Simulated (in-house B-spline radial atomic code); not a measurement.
Values are calculated unless marked as measured or tabulated.
## Making a Troullier-Martins s channel for Sc, r_c = 0.93 bohr

Sc, [Ar] 3d1 4s2, non-relativistic LDA (VWN5), spherical and spin-unpolarised, from a B-spline radial code for spherical atoms (atomic units). The all-electron 3s level is ε = -1.988380 hartree, its outermost node lies just inside 0.44 bohr and its outer maximum at 0.93 bohr.

Inside r_c the pseudo-orbital is u(r) = r^1 exp(p(r)), with p = c0 + c2 r² + c4 r⁴ + … + c12 r¹². The seven coefficients follow from p and its first four derivatives at r_c, from zero curvature of the screened potential at the origin, c4 = −c2²/(2l + 5), and from the norm inside r_c. At r_c the all-electron orbital has P = 1.069249, P' = 0.01229216, the screened potential V = -4.539769, V' = 9.99152, V'' = -29.39295, and the norm inside is Q = 0.3758998.

Task: What are p, p' and p'' at r_c?

Result: p = ln(P/r_c^1) = ln(1.069249/0.93) = 0.13953. p' = P'/P − 1/r_c = 0.01150 − 1.07527 = -1.06377. The radial equation gives p'' = 2(V − ε) − 2(1) p'/r_c − p'² = -5.10278 − (-2.28768) − 1.13161 = -3.94671. Differentiating, p''' = 2V' + 2(1)p'/r_c² − 2(1)p''/r_c − 2p'p'' = 17.614, and p'''' = 2V'' − 4(1)p'/r_c³ + 4(1)p''/r_c² − 2(1)p'''/r_c − 2p''² − 2p'p''' = -103.31.

For a trial c2 the five matching conditions are linear in c0, c6, c8, c10 and c12, and c2 is varied until the norm inside r_c equals Q. The root nearest zero gives:

```
 n         c_n
 0  -0.4154148
 2    2.421685
 4   -1.172912
 6   -4.712519
 8    7.077562
10   -3.952138
12   0.8100143
```

Task: Check c4 and p(r_c), and find the screened pseudopotential at the origin.

Result: −c2²/5 = -1.17291, as listed. The terms c_n r_c^n are -0.41541, 2.09452, -0.87740, -3.04895, 3.96047, -1.91276, 0.33907, which sum to 0.13953. Inverting the radial equation, V_l(r) = ε + 1 p'/r + (p'' + p'²)/2, so V_l(0) = ε + (2l + 3) c2 = -1.98838 + 3 × (2.42169) = 5.2767 hartree, finite where the all-electron potential diverges.

Orbitals and screened potentials:

```tsv
r (bohr)	P	u	V all-electron	V pseudo
0.093	0.03129	0.06268	-169.1	5.268
0.232	-0.5597	0.1737	-48.83	4.946
0.372	-0.2294	0.3323	-23.58	3.35
0.512	0.3398	0.5562	-13.83	-0.1275
0.651	0.7732	0.8116	-9.029	-4.034
0.79	1.004	1.005	-6.283	-5.595
0.93	1.069	1.069	-4.54	-4.54
```

Logarithmic derivatives P'/P at R = 1.23 bohr, for energies E around ε:

```tsv
E − ε (hartree)	all-electron	pseudo
-0.5	-0.221032	-0.222491
-0.25	-0.554544	-0.554989
-0.1	-0.777773	-0.777853
0	-0.937968	-0.937967
0.1	-1.10846	-1.10855
0.25	-1.38619	-1.38689
0.5	-1.9208	-1.92441
```

Task: With P(R) = 0.9094096 and a norm of 0.6829399 inside R, what slope in energy does norm conservation fix?

Result: d(P'/P)/dE = −2 × (norm inside R)/P(R)² = -1.6516 per hartree·bohr at E = ε, for both atoms, since orbital and norm agree at R. Differences over ±0.1 hartree give -1.6534 (all-electron) and -1.6535 (pseudo), which also hold third-order terms. Half a hartree below ε the two curves differ by -0.0015.
